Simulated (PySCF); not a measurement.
# Atomic charges by several schemes

Compound: H₉PSi₃.
Z-matrix (Å and degrees, GFN2-xTB geometry), rows numbered from 1:
```
Si
Si  1  2.3224
Si  2  2.3256  1  115.84
P   3  2.2431  2  107.49  1    56.45
H   1  1.4652  2  112.80  3   155.03
H   1  1.4652  2  111.45  3    35.22
H   1  1.4638  2  112.06  3   -84.77
H   2  1.4713  1  111.36  3  -122.73
H   2  1.4741  1  110.00  3   123.73
H   3  1.4718  2  116.74  1  -179.83
H   3  1.4693  2  113.74  1   -57.42
H   4  1.3807  3   95.01  2    67.25
H   4  1.3785  3   96.11  2   159.99
```

Density: PBE0/pcSseg-1 (PySCF); schemes: Mulliken, IAO, Hirshfeld and ESP-fitted. Geometry: GFN2-xTB, one conformer, isolated molecule. GFN2-xTB frequencies show an imaginary mode (27i cm⁻¹), so this geometry is no minimum at that level.

Task: For which atoms does the sign change between the 4 schemes (beyond +0.03 e in one, beyond −0.03 e in another)?

Result: Si2. Atomic charges aren't observables, and each scheme defines them in its own way.

Task: Do the Mulliken, IAO, Hirshfeld and ESP-fitted schemes agree on where the charge is highest?

Result: The schemes don't all agree: Mulliken Si1 (+0.222); IAO Si1 (+0.306); Hirshfeld Si1 (+0.220); ESP-fitted Si3 (+0.235).

Task: At which atom do the 4 schemes differ most?

Result: At P4: from -0.381 (ESP-fitted) to -0.027 e (Hirshfeld), 0.354 e apart.

Task: Tabulate the Mulliken, IAO, Hirshfeld and ESP-fitted charges.

Result: In e:

| atom | environment | Mulliken | IAO | Hirshfeld | ESP-fitted |
| --- | --- | --- | --- | --- | --- |
| Si1 | SiH3 silicon | +0.222 | +0.306 | +0.220 | +0.210 |
| Si2 | SiH2 silicon | -0.034 | +0.134 | +0.149 | +0.144 |
| Si3 | SiH2 silicon | +0.136 | +0.285 | +0.188 | +0.235 |
| P4 | three-coordinate phosphorus | -0.214 | -0.100 | -0.027 | -0.381 |
| H5 | Si–H hydrogen | -0.050 | -0.091 | -0.070 | -0.061 |
| H6 | Si–H hydrogen | -0.052 | -0.095 | -0.072 | -0.074 |
| H7 | Si–H hydrogen | -0.050 | -0.092 | -0.071 | -0.059 |
| H8 | Si–H hydrogen | -0.013 | -0.079 | -0.074 | -0.077 |
| H9 | Si–H hydrogen | -0.018 | -0.080 | -0.073 | -0.059 |
| H10 | Si–H hydrogen | -0.025 | -0.093 | -0.074 | -0.088 |
| H11 | Si–H hydrogen | -0.022 | -0.092 | -0.077 | -0.043 |
| H12 | P–H hydrogen | +0.057 | -0.007 | -0.013 | +0.113 |
| H13 | P–H hydrogen | +0.064 | +0.002 | -0.007 | +0.142 |

Mean size of the charges over all atoms: ESP-fitted 0.130 e, IAO 0.112 e, Hirshfeld 0.086 e, Mulliken 0.074 e. Each set sums to the total charge, 0, to within 0.001 e. The Mulliken scheme gives each basis function's population to the atom it is centred on and halves the overlap population of two atoms between them.

Task: How closely do the schemes follow one another over all atoms?

Result: Correlation coefficient and root-mean-square difference: IAO with Hirshfeld 0.98, 0.043 e; Mulliken with ESP-fitted 0.89, 0.083 e; IAO with ESP-fitted 0.78, 0.100 e; Mulliken with IAO 0.78, 0.088 e; Hirshfeld with ESP-fitted 0.70, 0.113 e; Mulliken with Hirshfeld 0.66, 0.085 e.

Task: How many electrons does the ESP-fitted scheme count on Si2?

Result: Z − q = 14 − (+0.144) = 13.856.

The run behind these numbers computed NMR shieldings as well. Time: 23 s; peak memory 0.70 GiB. Hardware: an Arm Neoverse N1 with one thread, shared host with 64 logical CPUs at a one-minute load of 59.
